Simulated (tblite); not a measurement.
Species: C8H5FN2.
Numbering: `[F:1][c:2]1[cH:3][n:4][c:5]2[cH:6][cH:7][cH:8][cH:9][c:10]2[n:11]1` (hydrogens: H12 on C3; H13 on C6; H14 on C7; H15 on C8; H16 on C9)

Computed with GFN2-xTB (tblite), gas phase: L-BFGS steps from a force-field or distance-geometry start until the largest atomic force falls under 0.01 eV/Å.

Step 0: E = -822.7436 eV
```
atom  x, y, z in Å  |  force x, y, z in eV/Å
F1      3.7095   -1.1142   -0.3113   -0.806   0.175   0.007
C2      2.4965   -0.5303   -0.1635   -1.365  -1.981  -0.321
C3      2.4394    0.7956    0.1989   -2.151   2.055   0.400
N4      1.2519    1.4519    0.3615    1.894  -1.710  -0.283
C5      0.1403    0.7028    0.1893    0.644   0.505  -0.034
C6     -1.1130    1.2900    0.3386   -1.334   0.553   0.222
C7     -2.2816    0.5628    0.1520    0.733   0.821   0.255
C8     -2.2008   -0.7773   -0.1913    0.682  -1.106  -0.344
C9     -0.9530   -1.3866   -0.3578   -1.957  -0.271   0.003
C10     0.2153   -0.6696   -0.1732    0.908  -0.200  -0.059
N11     1.3995   -1.2929   -0.3479    1.770   1.197   0.238
H12     3.3244    1.3824    0.3463    0.198   0.148   0.033
H13    -1.1713    2.3425    0.6264    0.121  -0.381  -0.141
H14    -3.2448    1.0391    0.2834    0.129  -0.038  -0.025
H15    -3.1175   -1.3541   -0.3411    0.425   0.175   0.055
H16    -0.9026   -2.4329   -0.6218    0.106   0.057  -0.006
```

Step 1: E = -822.9441 eV
```
atom  x, y, z in Å  |  force x, y, z in eV/Å
F1      3.6980   -1.1117   -0.3111   -0.557   0.047  -0.017
C2      2.4770   -0.5586   -0.1681    0.371   0.959   0.383
C3      2.4086    0.8249    0.2046    0.814  -0.669  -0.271
N4      1.2790    1.4275    0.3574   -0.366   0.373   0.205
C5      0.1495    0.7100    0.1888   -0.444  -0.520  -0.246
C6     -1.1320    1.2979    0.3418    0.504   0.208   0.106
C7     -2.2711    0.5745    0.1557   -0.098  -0.378  -0.061
C8     -2.1911   -0.7931   -0.1962   -0.395   0.453   0.080
C9     -0.9809   -1.3905   -0.3577    0.657  -0.273  -0.025
C10     0.2283   -0.6725   -0.1741   -0.558   0.348   0.071
N11     1.4248   -1.2758   -0.3445   -0.208  -0.575  -0.173
H12     3.3273    1.3846    0.3467   -0.138   0.023  -0.002
H13    -1.1696    2.3370    0.6244    0.018   0.088  -0.008
H14    -3.2430    1.0386    0.2830    0.163  -0.077  -0.031
H15    -3.1115   -1.3516   -0.3403    0.220   0.070   0.025
H16    -0.9010   -2.4321   -0.6219    0.017  -0.077  -0.036
```

Step 2: E = -822.9742 eV
```
atom  x, y, z in Å  |  force x, y, z in eV/Å
F1      3.6915   -1.1111   -0.3113   -0.376   0.018  -0.019
C2      2.4804   -0.5491   -0.1641   -0.207   0.108   0.128
C3      2.4165    0.8186    0.2018   -0.001   0.056  -0.051
N4      1.2759    1.4307    0.3595    0.038  -0.168   0.043
C5      0.1450    0.7045    0.1861   -0.065   0.043  -0.073
C6     -1.1272    1.3004    0.3431    0.084  -0.045   0.029
C7     -2.2718    0.5708    0.1551    0.130  -0.005   0.029
C8     -2.1950   -0.7887   -0.1955    0.159   0.050  -0.016
C9     -0.9747   -1.3936   -0.3580   -0.004   0.018   0.042
C10     0.2226   -0.6688   -0.1733   -0.067  -0.185  -0.077
N11     1.4234   -1.2815   -0.3463    0.010   0.092   0.014
H12     3.3258    1.3849    0.3467   -0.026   0.058   0.006
H13    -1.1693    2.3378    0.6242    0.041   0.123   0.006
H14    -3.2411    1.0377    0.2827    0.127  -0.059  -0.024
H15    -3.1089   -1.3508   -0.3400    0.116   0.027   0.012
H16    -0.9008   -2.4329   -0.6223    0.043  -0.133  -0.048
```

Step 3: E = -822.9800 eV
```
atom  x, y, z in Å  |  force x, y, z in eV/Å
F1      3.6848   -1.1108   -0.3116   -0.263  -0.015  -0.021
C2      2.4776   -0.5464   -0.1616   -0.180   0.010   0.064
C3      2.4173    0.8188    0.2007   -0.047   0.121  -0.004
N4      1.2763    1.4285    0.3605   -0.029  -0.112   0.029
C5      0.1435    0.7044    0.1846    0.063  -0.024  -0.059
C6     -1.1254    1.3002    0.3437    0.021   0.050   0.041
C7     -2.2699    0.5703    0.1555    0.114   0.026   0.030
C8     -2.1932   -0.7874   -0.1957    0.107   0.006  -0.016
C9     -0.9741   -1.3938   -0.3574   -0.026  -0.111  -0.005
C10     0.2209   -0.6710   -0.1744    0.023  -0.076  -0.051
N11     1.4236   -1.2808   -0.3463   -0.072   0.087   0.027
H12     3.3253    1.3858    0.3468   -0.008   0.064   0.007
H13    -1.1686    2.3397    0.6243    0.047   0.061  -0.007
H14    -3.2389    1.0367    0.2822    0.111  -0.050  -0.019
H15    -3.1067   -1.3502   -0.3397    0.110   0.031   0.011
H16    -0.9001   -2.4350   -0.6230    0.029  -0.068  -0.028
```

Task: Estimate the geometry and energy of step 4. (The exact step hangs on the optimiser's Hessian estimate; all steps are aligned on step 3, rigid shifts and turns removed.)

Result: E = -822.9883 eV, largest force 0.154 eV/Å
```
atom  x, y, z in Å  |  force x, y, z in eV/Å
F1      3.6668   -1.1107   -0.3127    0.014  -0.100  -0.026
C2      2.4690   -0.5412   -0.1559   -0.072  -0.051  -0.044
C3      2.4181    0.8221    0.1988   -0.090   0.095   0.061
N4      1.2752    1.4227    0.3629   -0.109   0.092   0.013
C5      0.1431    0.7021    0.1803    0.063  -0.031   0.018
C6     -1.1219    1.3026    0.3463    0.014   0.037   0.004
C7     -2.2639    0.5699    0.1569    0.100   0.078   0.024
C8     -2.1884   -0.7851   -0.1963    0.112  -0.105  -0.016
C9     -0.9732   -1.3990   -0.3571   -0.053  -0.085  -0.036
C10     0.2187   -0.6750   -0.1770   -0.010   0.040  -0.018
N11     1.4211   -1.2782   -0.3458   -0.141  -0.003   0.034
H12     3.3241    1.3892    0.3472    0.021   0.075   0.009
H13    -1.1662    2.3439    0.6240    0.061   0.014  -0.007
H14    -3.2323    1.0337    0.2810    0.044  -0.017  -0.002
H15    -3.0998   -1.3483   -0.3390    0.037   0.019   0.004
H16    -0.8983   -2.4397   -0.6249    0.009  -0.058  -0.018
```

The energy changes by -0.0083 eV. The first-order estimate −F·Δx gives -0.0138 eV and the mean of the old and new forces, exact on a quadratic surface, -0.0082 eV. The step makes an angle of 23° with the force vector and moves no atom by more than 0.018 Å.

The cost below is that of the whole relaxation. On Arm Neoverse N1, one thread, shared host with 64 logical CPUs at a one-minute load of 17, this took 0.17 s of wall time.
